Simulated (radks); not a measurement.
Question: Gd5+, 59 electrons, occupied as [Kr] 4d10 4f6 5s2 5p5 (the NIST ground configuration). Method: Dirac Kohn-Sham, PBE, spin-unpolarised, spherical densities, finite nucleus; open shells fill j = l - 1/2 first; Fermi nuclear charge, rms radius 5.1569 fm; computed with a radial shooting solver on a logarithmic mesh with Libxc functionals.

Spin-orbit splittings of the eigenvalues, e(l+1/2) - e(l-1/2), with zeta = 2 splitting/(2l+1) and mean radii in bohr:

shell  occ.  splitting (eV)  zeta (eV)  <r> j=l-1/2  <r> j=l+1/2
2p        6           695.8      463.9      0.07746      0.08430
3p        6           142.7      95.15       0.2336       0.2467
3d       10           31.09      12.44       0.2188       0.2228
4p        6               ?          ?       0.5635       0.5926
4d       10           5.808      2.323       0.6264       0.6365
4f        6          0.8347     0.2385       0.7859       0.7935
5p        5           5.254      3.503        1.392        1.461

Estimate the 4p splitting.

Answer: 31.93 eV (zeta = 21.29 eV).
